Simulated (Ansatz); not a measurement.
`FC[S][InH2]`, relaxed with RKS PBE0-D4/def2-TZVP in Ansatz from a GFN2-xTB geometry. The force threshold is 0.005 eV/Å; the program also tests the step.

Charge 0, multiplicity 1. In: def2 effective core potential.

Start:

```xyz
8

F    -0.111   -1.291   -0.496
C    -1.117   -0.740    0.296
S    -0.416    0.450    1.477
In    1.302    0.991   -0.185
H    -1.822   -0.257   -0.385
H    -1.585   -1.558    0.847
H     0.773    1.464   -1.751
H     2.976    0.942    0.199
```

Question: How much energy does the relaxation release, and in how many steps? (Best estimate.)

Answer: Computed: 13.21 kJ/mol, in 12 steps.

Question: Which bonds change most? (An estimate is asked.)

Answer: The calculation gave: S3–In4 from 2.451 to 2.397 Å; C2–S3 from 1.818 to 1.802 Å; F1–C2 from 1.393 to 1.379 Å; In4–H8 from 1.718 to 1.709 Å.

Question: Give the relaxed structure. (An estimate is asked.)

Answer: The calculation gave: 
```xyz
8

F    -0.619   -1.763   -0.566
C    -1.145   -0.790    0.257
S     0.095   -0.109    1.374
In    1.460    1.066   -0.206
H    -1.579   -0.017   -0.380
H    -1.920   -1.250    0.873
H     0.777    1.189   -1.772
H     2.931    1.672    0.420
```
